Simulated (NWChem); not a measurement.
All runs are NWChem calculations. System: C$_{2}$F$_{3}$O, charge 0, spin multiplicity 2, at a geometry optimised with UPBE0/def2-SVP. The structure started from a generated list of species. Its SCF solution wasn't tested for a lower state. Level: UMP2/def2-SVPD, 6 core orbitals frozen.

Job file:

```
start mol
memory heap 200 mb stack 900 mb global 1100 mb
geometry units angstroms nocenter noautoz noautosym
  O      2.070012     0.061080    -0.031761
  C      1.095216    -0.518481     0.257323
  C     -0.353140    -0.026753     0.012735
  F     -0.386406     1.144958    -0.604622
  F     -0.962817     0.085766     1.182247
  F     -0.985504    -0.921528    -0.729431
end
basis spherical
  * library def2-svpd
end
scf
  uhf
  nopen 1
  maxiter 100
  thresh 1e-7
  semidirect memsize 60000000 filesize 0
  # guess.movecs holds the orbitals of an unrestricted PBE0 run
  vectors input guess.movecs output mol.movecs
end
mp2
  freeze core 6
end
task mp2 energy
```

Part of the output:

```
             Northwest Computational Chemistry Package (NWChem) 7.3.0
             --------------------------------------------------------

                                NWChem Input Module
                                -------------------

 Scaling coordinates for geometry "geometry" by  1.889725989
 (inverse scale =  0.529177249)

                             Geometry "geometry" -> ""
                             -------------------------

 Output coordinates in angstroms (scale by  1.889725989 to convert to a.u.)

  No.       Tag          Charge          X              Y              Z
 ---- ---------------- ---------- -------------- -------------- --------------
    1 O                    8.0000     2.07001200     0.06108000    -0.03176100
    2 C                    6.0000     1.09521600    -0.51848100     0.25732300
    3 C                    6.0000    -0.35314000    -0.02675300     0.01273500
    4 F                    9.0000    -0.38640600     1.14495800    -0.60462200
    5 F                    9.0000    -0.96281700     0.08576600     1.18224700
    6 F                    9.0000    -0.98550400    -0.92152800    -0.72943100

 Effective nuclear repulsion energy (a.u.)     242.3951551831

            Nuclear Dipole moment (a.u.)
            ----------------------------
        X                 Y               Z
 ---------------- ---------------- ----------------
     0.0000170075     0.0000000000     0.0000113384


 Summary of "ao basis" -> "" (spherical)
 ------------------------------------------------------------------------------
       Tag                 Description            Shells   Functions and Types
 ---------------- ------------------------------  ------  ---------------------
 *                         def2-svpd                  on all atoms

 Summary of "ao basis" -> "ao basis" (spherical)
 ------------------------------------------------------------------------------
       Tag                 Description            Shells   Functions and Types
 ---------------- ------------------------------  ------  ---------------------
 O                         def2-svpd                 9       23   4s3p2d
 C                         def2-svpd                 8       20   4s2p2d
 F                         def2-svpd                 9       23   4s3p2d

                                 NWChem SCF Module
                                 -----------------

  ao basis        = "ao basis"
  functions       =   132
  atoms           =     6
  alpha electrons =    24
  beta  electrons =    23
  charge          =   0.00
  wavefunction    = UHF
  use symmetry    = F
  symmetry adapt  = F

 Summary of "ao basis" -> "ao basis" (spherical)
 ------------------------------------------------------------------------------
       Tag                 Description            Shells   Functions and Types
 ---------------- ------------------------------  ------  ---------------------
 O                         def2-svpd                 9       23   4s3p2d
 C                         def2-svpd                 8       20   4s2p2d
 F                         def2-svpd                 9       23   4s3p2d

 Forming initial guess at       0.1s

 Starting SCF solution at       0.1s

 ----------------------------------------------
         Quadratically convergent UHF

 Convergence threshold     :          1.000E-07
 Maximum no. of iterations :          100
 Integral*density screening:          1.000E-09
 ----------------------------------------------

              iter       energy          gnorm     gmax       time
             ----- ------------------- --------- --------- --------
                 1     -448.4910920420  5.99D-01  6.89D-02      3.9
                 2     -448.5250773370  4.67D-02  1.31D-02      5.8
                 3     -448.5258428485  2.70D-03  1.24D-03     10.7
                 4     -448.5258542261  6.96D-05  2.50D-05     18.0
                 5     -448.5258542281  8.82D-09  3.29D-09     26.7

       Final UHF  results
       ------------------

         Total SCF energy =   -448.525854228077
      One electron energy =  -1102.786770620327
      Two electron energy =    411.865761209155
 Nuclear repulsion energy =    242.395155183094

                       Sz =      0.5000
                 Sz(Sz+1) =      0.7500
                      S^2 =      0.7687

        Time for solution =     26.7s

          Final alpha eigenvalues
          -----------------------

              1
    1  -26.3799
    2  -26.3797
    3  -26.3764
    4  -20.6622
    5  -11.5698
    6  -11.4072
    7   -1.7598
    8   -1.6583
    9   -1.6556
   10   -1.4889
   11   -1.0558
   12   -0.9278
   13   -0.8750
   14   -0.8744
   15   -0.7918
   16   -0.7568
   17   -0.7533
   18   -0.7157
   19   -0.7095
   20   -0.6951
   21   -0.6887
   22   -0.6693
   23   -0.6135
   24   -0.4371
   25    0.0764
   26    0.0970
   27    0.1335
   28    0.1375
   29    0.1423
   30    0.1806
   31    0.1863
   32    0.1940
   33    0.2059
   34    0.2131

          Final beta eigenvalues
          ----------------------

              1
    1  -26.3802
    2  -26.3801
    3  -26.3747
    4  -20.6527
    5  -11.5620
    6  -11.3848
    7   -1.7573
    8   -1.6589
    9   -1.6525
   10   -1.4664
   11   -1.0273
   12   -0.9088
   13   -0.8726
   14   -0.8690
   15   -0.7614
   16   -0.7536
   17   -0.7475
   18   -0.7093
   19   -0.7069
   20   -0.6881
   21   -0.6519
   22   -0.6213
   23   -0.5664
   24    0.0397
   25    0.0996
   26    0.1041
   27    0.1379
   28    0.1474
   29    0.1493
   30    0.1855
   31    0.1865
   32    0.2005
[...]
     5      0.359661  1 O  px                 6     -0.319261  1 O  py
     9     -0.255997  1 O  py                 8      0.250261  1 O  px
    29     -0.217391  2 C  py                25      0.171027  2 C  s
     7      0.160549  1 O  pz

 Vector   24  Occ=0.000000D+00  E= 3.973658D-02
              MO Center=  1.1D+00, -9.0D-01,  4.5D-01, r^2= 3.2D+00
   Bfn.  Coefficient  Atom+Function         Bfn.  Coefficient  Atom+Function
  ----- ------------  ---------------      ----- ------------  ---------------
    27      3.630162  2 C  s                  4     -2.035946  1 O  s
   113     -0.610999  6 F  s                 46     -0.598762  3 C  s
    90     -0.577138  5 F  s                 67      0.521152  4 F  s
    51     -0.484138  3 C  px                12      0.443510  1 O  py
    11      0.391194  1 O  px                43      0.284119  2 C  d  2

 Vector   25  Occ=0.000000D+00  E= 9.961119D-02
              MO Center=  7.7D-01, -4.8D-01,  1.8D-01, r^2= 3.7D+00
   Bfn.  Coefficient  Atom+Function         Bfn.  Coefficient  Atom+Function
  ----- ------------  ---------------      ----- ------------  ---------------
   113      0.771210  6 F  s                 99      0.569803  5 F  pz
    90     -0.548976  5 F  s                122      0.467675  6 F  pz
   121      0.426977  6 F  py                30      0.341570  2 C  pz
    47     -0.340807  3 C  s                 33      0.297305  2 C  pz
     7     -0.286226  1 O  pz                53      0.278027  3 C  pz

 Vector   26  Occ=0.000000D+00  E= 1.041190D-01
              MO Center= -1.1D+00,  5.2D-01, -2.0D-01, r^2= 9.8D+00
   Bfn.  Coefficient  Atom+Function         Bfn.  Coefficient  Atom+Function
  ----- ------------  ---------------      ----- ------------  ---------------
    47      8.557113  3 C  s                 67     -3.127672  4 F  s
    90     -3.070051  5 F  s                113     -3.033009  6 F  s
    46      1.371336  3 C  s                 75      1.004535  4 F  py
    99      0.860813  5 F  pz                 4     -0.778938  1 O  s
   120     -0.661838  6 F  px                97     -0.648605  5 F  px

 center of mass
 --------------
 x =  -0.04562127 y =   0.00600859 z =  -0.00294963

 moments of inertia (a.u.)
 ------------------
         317.440727247919          -9.315695409147           4.489697884308
          -9.315695409147         598.837875073252           0.323805446038
           4.489697884308           0.323805446038         599.023000030817

  Mulliken analysis of the total density
  --------------------------------------

    Atom       Charge   Shell Charges
 -----------   ------   -------------------------------------------------------
    1 O    8     8.47   1.99  1.10  0.73  0.01  2.77  1.68  0.13  0.02  0.04
    2 C    6     5.76   1.99  0.98  0.35  0.05  1.79  0.50  0.09  0.00
    3 C    6     4.05   1.99  0.91 -0.39 -0.06  1.75 -0.10  0.20 -0.23
    4 F    9     9.58   1.99  1.13  0.84  0.08  3.33  2.05  0.15  0.01  0.00
    5 F    9     9.57   1.99  1.13  0.84  0.06  3.33  2.05  0.14  0.01  0.01
    6 F    9     9.57   1.99  1.13  0.84  0.07  3.33  2.05  0.14  0.01  0.01

  Mulliken analysis of the alpha density
  --------------------------------------

    Atom       Charge   Shell Charges
 -----------   ------   -------------------------------------------------------
    1 O    8     4.28   1.00  0.56  0.36 -0.00  1.45  0.83  0.06  0.01  0.02
    2 C    6     3.32   1.00  0.55  0.26  0.04  1.08  0.35  0.05 -0.00
    3 C    6     2.04   0.99  0.47 -0.21 -0.03  0.92 -0.07  0.10 -0.14
    4 F    9     4.80   1.00  0.57  0.42  0.04  1.68  1.02  0.07  0.00  0.00
    5 F    9     4.78   1.00  0.56  0.42  0.03  1.66  1.03  0.07  0.00  0.00
    6 F    9     4.78   1.00  0.56  0.42  0.03  1.66  1.03  0.07  0.00  0.00

   Mulliken analysis of the beta density
   -------------------------------------

    Atom       Charge   Shell Charges
 -----------   ------   -------------------------------------------------------
    1 O    8     4.20   1.00  0.54  0.37  0.01  1.32  0.84  0.07  0.01  0.02
    2 C    6     2.43   0.99  0.44  0.08  0.01  0.71  0.14  0.05  0.00
    3 C    6     2.01   0.99  0.43 -0.18 -0.03  0.82 -0.03  0.10 -0.09
    4 F    9     4.79   1.00  0.56  0.42  0.05  1.66  1.03  0.07  0.00  0.00
    5 F    9     4.79   1.00  0.56  0.42  0.03  1.67  1.03  0.07  0.00  0.00
    6 F    9     4.79   1.00  0.56  0.42  0.03  1.67  1.03  0.07  0.00  0.00

   Mulliken analysis of the spin density
   -------------------------------------

    Atom       Charge   Shell Charges
 -----------   ------   -------------------------------------------------------
    1 O    8     0.08  -0.00  0.01 -0.01 -0.01  0.13 -0.01 -0.02 -0.00 -0.01
    2 C    6     0.89   0.00  0.11  0.18  0.03  0.38  0.21  0.00 -0.01
    3 C    6     0.03   0.00  0.04 -0.02 -0.00  0.10 -0.04  0.00 -0.05
    4 F    9     0.01   0.00  0.00 -0.00 -0.01  0.02 -0.00 -0.00  0.00  0.00
    5 F    9    -0.00  -0.00 -0.00  0.00 -0.00 -0.00 -0.00  0.00  0.00 -0.00
    6 F    9    -0.00  -0.00 -0.00  0.00 -0.00 -0.00 -0.00  0.00  0.00 -0.00

       Multipole analysis of the density wrt the origin
       ------------------------------------------------

     L   x y z        total         alpha         beta         nuclear
     -   - - -        -----         -----         ----         -------
     0   0 0 0     -0.000000    -24.000000    -23.000000     47.000000

     1   1 0 0     -0.179511     -1.089822      0.910294      0.000017
     1   0 1 0     -0.268525      0.488760     -0.757285      0.000000
     1   0 0 1      0.131960     -0.243932      0.375880      0.000011

     2   2 0 0    -26.435765   -124.305736   -118.724835    216.594806
     2   1 1 0     -0.698829     -1.035146     -3.626311      3.962629
     2   1 0 1      0.343231      0.480922      1.770007     -1.907698
     2   0 2 0    -23.723908    -51.327143    -47.941067     75.544302
     2   0 1 1      0.243677      0.961712     -0.410286     -0.307749
     2   0 0 2    -23.366218    -49.960008    -48.628686     75.222476

                   NWChem MP2 Semi-direct Energy/Gradient Module
                   ---------------------------------------------

  Basis functions       =    132
  Molecular orbitals    =    132
  Frozen core           =      6
  Frozen virtuals       =      0
  Active alpha occupied =     18
  Active beta occupied  =     17
  Active alpha virtual  =    108
  Active beta virtual   =    109
  Use MO symmetry       = F
  Use skeleton AO sym   = F

  AO/Fock/Back tols     =   1.0D-09  1.0D-09  1.0D-09

 GA uses MA = F    GA memory limited = T

 Available:
  local mem=  1.26D+08
 global mem=  1.44D+08
 local disk=  0.00D+00
  mp2_memr nvloc                   108
  nvloc new                   108
   1 passes of  18:        3145728                      85116                  57632516.
   1 passes of  18: M    126153065           G      144144352           F     123007337.

 Semi-direct pass number   1 of   1  for UHF alpha       at       26.9s
  vrange nnbf                  8715
  mp2_eaftype                   219  avail_ma_in_mb                  1099
 EAF : mp2_eaftype filesize         219   28816258.
  mp2_eaf for mointskh                    219
Node 0 wrote    135.5 Mb in      0.2 s     Agg I/O rate:   553.8 Mb/s
 Done moints_semi at       33.5s
  mp2_eaftype                   219  avail_ma_in_mb                   880
 EAF : mp2_eaftype filesize         219   28816258.
  mp2_eaf for kh                   219
 Done maket at       34.4s
 Done multipass loop at       34.4s

 GA uses MA = F    GA memory limited = T

 Available:
  local mem=  1.26D+08
 global mem=  1.44D+08
 local disk=  0.00D+00
  mp2_memr nvloc                   109
  nvloc new                   109
   1 passes of  17:        3145728                      82796                  54936095.
   1 passes of  17: M    126153065           G      144144352           F     123007337.

 Semi-direct pass number   1 of   1  for UHF beta        at       34.4s
  vrange nnbf                  8715
  mp2_eaftype                   209  avail_ma_in_mb                  1099
 EAF : mp2_eaftype filesize         209   27468048.
  mp2_eaf for mointskh                    209
Node 0 wrote    129.2 Mb in      0.1 s     Agg I/O rate:  1000.3 Mb/s
 Done moints_semi at       40.8s
  mp2_eaftype                   209  avail_ma_in_mb                   890
 EAF : mp2_eaftype filesize         209   27468048.
  mp2_eaf for kh                   209
 Done maket at       41.6s
 Done multipass loop at       41.6s

          -------------------------------------------
          SCF energy                -448.525854228077
          Correlation energy          -1.002916194022
          Singlet pairs                0.000000000000
          Triplet pairs                0.000000000000
          Total MP2 energy          -449.528770422099
          -------------------------------------------

          ---------------------------------------------------
                    Spin Component Scaled (SCS) MP2
          Same spin pairs                     -0.280375170388
          Same spin scaling factor             0.333333333333
          Opposite spin pairs                 -0.722541023634
          Opposite spin scaling fact.          1.200000000000
          SCS-MP2 correlation energy          -0.960507618490
          Total SCS-MP2 energy              -449.486361846567
          ---------------------------------------------------

 -----------------------
 Performance information
 -----------------------

 Timer overhead =  1.35D-07 seconds/call

               Nr. of calls         CPU time (s)                 Wall time (s)                GFlops
             ---------------    -------------------     ------------------------------   -------------------
Name         Min   Avg   Max    Min     Avg     Max     Min     Avg     Max   Mx/calls   Min     Max     Sum
mp2: moin     2     2     2    13.     13.     13.      13.     13.     13.     6.6      0.0     0.0     0.0
mp2: make     2     2     2    1.6     1.6     1.6      1.6     1.6     1.6    0.81      0.0     0.0     0.0
mp2: tota     1     1     1    15.     15.     15.      15.     15.     15.     15.      0.0     0.0     0.0

 The average no. of pstat calls per process was 5.00D+00
 with a timing overhead of 6.76D-07s

 Task  times  cpu:       41.6s     wall:       41.6s

 Total times  cpu:       41.7s     wall:       41.7s
```
